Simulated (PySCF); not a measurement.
H₂AlO₂ (SMILES [OH][Al+][OH]), charge +1, singlet, geometry from GFN2-xTB (such geometries of metal compounds can be far from the true shape); R2SCAN/STO-3G (PySCF).

Here is a job for PySCF.
```python
from pyscf import gto, scf, dft

mol = gto.Mole()
mol.atom = '''
    Al    0.00132080    0.02336884    0.00560416
    O     1.23746324    0.11111106   -1.01695056
    H     1.88158776    0.60380242   -1.53726831
    O    -1.24415863   -0.22957239    0.98854196
    H    -1.84519501    0.04009327    1.69168308
'''
mol.basis = 'sto-3g'
mol.charge = 1
mol.verbose = 4
mol.build()

mf = dft.RKS(mol)
mf.xc = 'r2scan'
mf.diis = False
mf.damp = 0.3
mf.diis_start_cycle = 200
mf.max_cycle = 150
mf.kernel()
mf.analyze()
```

It wrote (shortened):

```
PySCF version 2.14.0

[INPUT] verbose = 4
[INPUT] num. atoms = 5
[INPUT] num. electrons = 30
[INPUT] charge = 1
[INPUT] spin (= nelec alpha-beta = 2S) = 0
[INPUT] symmetry False subgroup None
[INPUT] Mole.unit = angstrom
[INPUT] Symbol           X                Y                Z      unit          X                Y                Z       unit  Magmom
[...]
nuclear repulsion = 95.5214274687633
number of shells = 13
number of NR pGTOs = 63
number of NR cGTOs = 21
basis = sto-3g
ecp = {}

******** <class 'pyscf.dft.rks.RKS'> ********
method = RKS
initial guess = minao
damping factor = 0.3
level_shift factor = 0
DIIS disabled
SCF conv_tol = 1e-09
SCF conv_tol_grad = None
SCF max_cycles = 150
direct_scf = True
direct_scf_tol = 1e-13
XC library pyscf.dft.libxc version 7.1.2
    S. Lehtola, C. Steigemann, M. J. T. Oliveira, and M. A. L. Marques,  SoftwareX 7, 1–5 (2018)
XC functionals = r2scan
    J. W. Furness, A. D. Kaplan, J. Ning, J. P. Perdew, and J. Sun,  J. Phys. Chem. Lett. 11, 8208–8215 (2020)
    J. W. Furness, A. D. Kaplan, J. Ning, J. P. Perdew, and J. Sun,  J. Phys. Chem. Lett. 11, 9248–9248 (2020)
    J. W. Furness, A. D. Kaplan, J. Ning, J. P. Perdew, and J. Sun,  J. Phys. Chem. Lett. 11, 8208–8215 (2020)
    J. W. Furness, A. D. Kaplan, J. Ning, J. P. Perdew, and J. Sun,  J. Phys. Chem. Lett. 11, 9248–9248 (2020)
radial grids:
    Treutler-Ahlrichs [JCP 102, 346 (1995); DOI:10.1063/1.469408] (M4) radial grids

becke partition: Becke, JCP 88, 2547 (1988); DOI:10.1063/1.454033
pruning grids: <function nwchem_prune>
grids dens level: 3
symmetrized grids: False
atomic radii adjust function: <function treutler_atomic_radii_adjust>
small_rho_cutoff = 0
Set gradient conv threshold to 3.16228e-05
Initial guess from minao.
tot grids = 66960
init E= -389.148788457073
[...]
cycle= 1 E= -388.51518081491  delta_E= 0.634  |g|= 0.854  |ddm|= 3.08
[...]
cycle= 2 E= -388.61774525857  delta_E= -0.103  |g|= 0.727  |ddm|= 2.16
[...]
cycle= 3 E= -388.681890777809  delta_E= -0.0641  |g|= 0.523  |ddm|= 1.76
[...]
cycle= 4 E= -388.711566531727  delta_E= -0.0297  |g|= 0.488  |ddm|= 1.45
[...]
cycle= 5 E= -388.735596522409  delta_E= -0.024  |g|= 0.375  |ddm|= 1.22
[...]
cycle= 6 E= -388.74761958335  delta_E= -0.012  |g|= 0.354  |ddm|= 1.05
[...]
cycle= 7 E= -388.75901676009  delta_E= -0.0114  |g|= 0.285  |ddm|= 0.908
[...]
cycle= 8 E= -388.765213052458  delta_E= -0.0062  |g|= 0.268  |ddm|= 0.797
[...]
[...]
[...]
cycle= 132 E= -375.97511045965  delta_E= 0.000181  |g|= 2.92  |ddm|= 11.3
[...]
cycle= 133 E= -375.975304252577  delta_E= -0.000194  |g|= 2.92  |ddm|= 11.3
[...]
cycle= 134 E= -375.975099081535  delta_E= 0.000205  |g|= 2.92  |ddm|= 11.3
[...]
cycle= 135 E= -375.975314680818  delta_E= -0.000216  |g|= 2.92  |ddm|= 11.3
[...]
cycle= 136 E= -375.975089484323  delta_E= 0.000225  |g|= 2.92  |ddm|= 11.3
[...]
cycle= 137 E= -375.975323475513  delta_E= -0.000234  |g|= 2.92  |ddm|= 11.3
[...]
cycle= 138 E= -375.975081389409  delta_E= 0.000242  |g|= 2.92  |ddm|= 11.3
[...]
cycle= 139 E= -375.975330892592  delta_E= -0.00025  |g|= 2.92  |ddm|= 11.3
[...]
cycle= 140 E= -375.975074561736  delta_E= 0.000256  |g|= 2.92  |ddm|= 11.3
[...]
cycle= 141 E= -375.975337147876  delta_E= -0.000263  |g|= 2.92  |ddm|= 11.3
[...]
cycle= 142 E= -375.975068802991  delta_E= 0.000268  |g|= 2.92  |ddm|= 11.3
[...]
cycle= 143 E= -375.97534242337  delta_E= -0.000274  |g|= 2.92  |ddm|= 11.3
[...]
cycle= 144 E= -375.975063945879  delta_E= 0.000278  |g|= 2.92  |ddm|= 11.3
[...]
cycle= 145 E= -375.975346872555  delta_E= -0.000283  |g|= 2.92  |ddm|= 11.3
[...]
cycle= 146 E= -375.97505984927  delta_E= 0.000287  |g|= 2.92  |ddm|= 11.3
[...]
cycle= 147 E= -375.975350624868  delta_E= -0.000291  |g|= 2.92  |ddm|= 11.3
[...]
cycle= 148 E= -375.975056394113  delta_E= 0.000294  |g|= 2.92  |ddm|= 11.3
[...]
cycle= 149 E= -375.975353789469  delta_E= -0.000297  |g|= 2.92  |ddm|= 11.3
[...]
cycle= 150 E= -375.975053479989  delta_E= 0.0003  |g|= 2.92  |ddm|= 11.3
SCF not converged.
SCF energy = -375.975053479989
**** SCF Summaries ****
Total Energy =                        -375.975053479989072
Nuclear Repulsion Energy =              95.521427468763321
One-electron Energy =                 -716.828603411435893
Two-electron Energy =                  245.332122462683515
Two-electron Coulomb Energy =          281.641993569726651
DFT Exchange-Correlation Energy =      -36.309871107043122
HOMO-LUMO gap [eV] =                     0.338082526753121
**** MO energy ****
[...]
 ** Mulliken pop on meta-lowdin orthogonal AOs  **
 ** Mulliken pop  **
[...]
 ** Mulliken atomic charges  **
charge of    0Al =     -1.20363
charge of    1O =     -1.96437
charge of    2H =     -0.99792
charge of    3O =      4.44847
charge of    4H =      0.71745

WARN: System has nonzero charge 1; the dipole moment is origin-dependent.
Location of origin: [0. 0. 0.]

Dipole moment(X, Y, Z, Debye): -56.67138, -9.45425, 46.68470
```

Convergence was not reached.
